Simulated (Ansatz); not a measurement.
`N[CH2][SnH3]`, charge 0, multiplicity 1.

(1) Give a relaxed structure at PBE0-D4/def2-TZVP (the Gaussian-basis code of Ansatz). (Best estimate.)

Results:

(1) The calculation gave: 
```xyz
10

N     0.5929    0.7992   -1.2510
C     0.6214   -0.3820   -0.4025
Sn   -1.0001   -0.2804    1.0163
H     0.7778    1.6386   -0.7171
H     1.2993    0.7469   -1.9754
H     0.4360   -1.2670   -1.0160
H     1.5630   -0.5534    0.1371
H    -0.9821    1.2733    1.7356
H    -0.8120   -1.4595    2.2426
H    -2.4962   -0.5156    0.2305
```
This is one stationary point; other conformers may exist.
